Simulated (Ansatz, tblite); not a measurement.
Forces on `Cc1cccc2cc3ccccc3cc12` at its PBE-D4/def2-SVP geometry. Charge 0, multiplicity 1.

The xTB rows come from tblite.

GFN2-xTB (tblite), largest force 0.68 eV/Å:

```xyz
27
positions Å, forces eV/Å
C    -2.730    1.984    0.477   -0.320    0.179   -0.274
C    -1.618    1.344    1.266    0.397   -0.192    0.512
C    -1.531    1.518    2.639    0.063   -0.108   -0.330
C    -0.489    0.922    3.411    0.129   -0.137   -0.328
C     0.475    0.147    2.801   -0.314    0.223    0.051
C     0.441   -0.072    1.386   -0.093    0.045   -0.176
C     1.414   -0.859    0.740   -0.114    0.058   -0.094
C     1.393   -1.082   -0.649   -0.157    0.107   -0.026
C     2.378   -1.881   -1.315   -0.119    0.008   -0.375
C     2.325   -2.079   -2.681   -0.162    0.179    0.322
C     1.283   -1.484   -3.458   -0.149    0.153    0.342
C     0.315   -0.707   -2.851    0.315   -0.228   -0.062
C     0.334   -0.479   -1.437    0.101   -0.035    0.179
C    -0.639    0.310   -0.791    0.138   -0.091    0.052
C    -0.621    0.535    0.599    0.114   -0.084   -0.023
H    -2.337    2.672   -0.302   -0.124   -0.375    0.502
H    -3.402    2.567    1.135    0.407   -0.337   -0.305
H    -3.346    1.226   -0.052    0.383    0.347    0.377
H    -2.288    2.133    3.150    0.479   -0.379   -0.271
H    -0.462    1.089    4.498   -0.040   -0.086   -0.668
H     1.284   -0.316    3.387   -0.498    0.283   -0.360
H     2.216   -1.315    1.343   -0.476    0.273   -0.358
H     3.180   -2.337   -0.713   -0.488    0.280   -0.367
H     3.089   -2.695   -3.181   -0.481    0.381    0.282
H     1.256   -1.652   -4.545    0.041    0.089    0.668
H    -0.489   -0.248   -3.447    0.488   -0.279    0.360
H    -1.433    0.758   -1.407    0.481   -0.272    0.367
```

r2SCAN-D4/def2-TZVP (Ansatz), largest force 0.55 eV/Å:

```
C -0.245 0.142 -0.181
C 0.202 -0.082 0.360
C -0.065 -0.002 -0.231
C 0.175 -0.127 -0.088
C -0.136 0.107 0.112
C 0.071 -0.047 -0.053
C -0.037 0.015 -0.026
C -0.028 0.035 0.078
C 0.002 -0.045 -0.185
C 0.027 0.030 0.212
C -0.160 0.116 0.079
C 0.124 -0.102 -0.100
C -0.021 0.031 0.062
C 0.014 -0.013 0.003
C 0.009 -0.025 -0.105
H -0.154 -0.313 0.362
H 0.342 -0.287 -0.278
H 0.292 0.324 0.253
H 0.365 -0.297 -0.255
H -0.008 -0.086 -0.543
H -0.395 0.224 -0.282
H -0.373 0.214 -0.278
H -0.384 0.220 -0.296
H -0.381 0.306 0.257
H 0.010 0.090 0.545
H 0.390 -0.224 0.285
H 0.366 -0.204 0.294
```

PBE0-D4/def2-TZVP (Ansatz), largest force 0.58 eV/Å:

```
C -0.174 0.097 -0.158
C 0.224 -0.068 0.536
C -0.043 -0.061 -0.486
C 0.317 -0.251 -0.235
C -0.308 0.234 0.157
C 0.001 -0.028 -0.229
C -0.155 0.084 -0.101
C -0.178 0.139 0.071
C -0.052 -0.042 -0.384
C -0.014 0.095 0.430
C -0.293 0.234 0.230
C 0.288 -0.223 -0.140
C 0.052 0.009 0.228
C 0.133 -0.080 0.097
C 0.141 -0.116 -0.099
H -0.156 -0.319 0.387
H 0.349 -0.293 -0.285
H 0.301 0.333 0.274
H 0.387 -0.315 -0.274
H -0.004 -0.094 -0.571
H -0.422 0.242 -0.293
H -0.401 0.231 -0.299
H -0.406 0.231 -0.322
H -0.399 0.322 0.275
H 0.006 0.097 0.573
H 0.419 -0.242 0.297
H 0.388 -0.215 0.321
```
